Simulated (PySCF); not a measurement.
## Bi(CH3)I2 at several levels of theory

Computed with PySCF 2.14.0 (density fitting, no spin-orbit coupling) at the geometry relaxed with B3LYP:

```xyz
7
Bi(CH3)I2 (singlet)
Bi    0.6538    0.0000    0.8789
C     2.6631    0.0000   -0.2343
H     2.4606    0.0000   -1.3126
H     3.2169    0.9054    0.0530
H     3.2169   -0.9054    0.0530
I    -0.3847    2.2480   -0.5638
I    -0.3847   -2.2480   -0.5638
```

```
    level                                                                      basis    state  HOMO (eV)  gap (eV)  charge on Bi1 (e)  dipole about the centre of mass (D)  largest force component (eV/Å)
    B3LYP      Bi def2-SVP with ECP60, C def2-SVP, H def2-SVP, I def2-SVP with ECP28  singlet      -6.86      4.00               0.54                                 3.51                            0.03
CAM-B3LYP                                                                   the same  singlet      -8.26      6.46               0.56                                 3.71                            0.43
   r2SCAN                                                                   the same  singlet      -6.36      3.08               0.56                                 3.58                            0.24
     TPSS                                                                   the same  singlet      -6.15      2.87               0.53                                 3.48                            0.10
    B3LYP  Bi def2-TZVP with ECP60, C def2-TZVP, H def2-TZVP, I def2-TZVP with ECP28  singlet      -6.96      4.05               0.68                                 3.39                            0.36
    B3LYP                    Bi x2c-SVPall, C x2c-SVPall, H x2c-SVPall, I x2c-SVPall  singlet      -6.77      4.03               0.57                                 3.28                            0.85
```

Charges are Mulliken's, which hang on the basis. The relaxation used the grid (50, 194), these runs (75, 302) or, all-electron (x2c bases, spin-free X2C Hamiltonian), (99, 590).

Q: What does BP86 with Bi def2-SVP with ECP60, C def2-SVP, H def2-SVP, I def2-SVP with ECP28 give here?

A: state singlet, HOMO (eV) -6.16, gap (eV) 2.72, charge on Bi1 (e) 0.49, dipole about the centre of mass (D) 3.35, largest force component (eV/Å) 0.28. Time: 7.4 s on 2 threads of Arm Neoverse V1, with other jobs on the host, from an already converged density.

In the first row's basis the gap widens with exact exchange: 2.7 to 3.1 eV for BP86, TPSS, r2SCAN (none); 4.0 eV for B3LYP (a fixed share); 6.5 eV for CAM-B3LYP (rising or full at long range).
